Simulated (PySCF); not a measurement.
CHO2, SMILES O=C=[OH+], charge +1.

Coordinates come from a PBE0-D3(BJ)/def2-TZVP optimisation. The isomer is the one that the SMILES or the coordinates give; other isomers of the formula were not compared.

Calculation: TDA-PBE/def2-TZVPD (PySCF 2.14.0).

Vertical excitations. Gas-phase values at a fixed geometry. State labels are in the subgroup Cs.

| state | symmetry | energy (eV) | λ (nm) | f | main pairs |
|---|---|---|---|---|---|
| S1 | A" | 8.30 | 149 | 0.000 | HOMO→LUMO 99 % |
| S2 | A' | 9.37 | 132 | 0.002 | HOMO−1→LUMO 54 %, HOMO→LUMO+1 46 % |
| S3 | A" | 9.77 | 127 | 0.000 | HOMO→LUMO+2 98 % |
| S4 | A" | 10.09 | 123 | 0.001 | HOMO−1→LUMO+1 97 % |
| S5 | A' | 10.51 | 118 | 0.007 | HOMO−1→LUMO+2 98 % |
| S6 | A" | 11.65 | 106 | 0.001 | HOMO−3→LUMO 99 % |
| S7 | A' | 12.02 | 103 | 0.011 | HOMO−2→LUMO 87 % |
| S8 | A' | 12.44 | 100 | 0.074 | HOMO−2→LUMO+2 74 % |
| S9 | A" | 12.54 | 99 | 0.007 | HOMO→LUMO+3 98 % |
| S10 | A' | 12.55 | 99 | 0.015 | HOMO−4→LUMO 59 %, HOMO−3→LUMO+1 24 %, HOMO−2→LUMO 9 % |
| T1 | A" | 7.78 | 159 | 0 | HOMO→LUMO 96 % |
| T2 | A' | 7.83 | 158 | 0 | HOMO−1→LUMO 77 %, HOMO→LUMO+1 20 % |
| T3 | A' | 8.32 | 149 | 0 | HOMO→LUMO+1 79 %, HOMO−1→LUMO 20 % |
| T4 | A" | 9.26 | 134 | 0 | HOMO→LUMO+2 98 % |
Triplets are in the Tamm–Dancoff approximation.
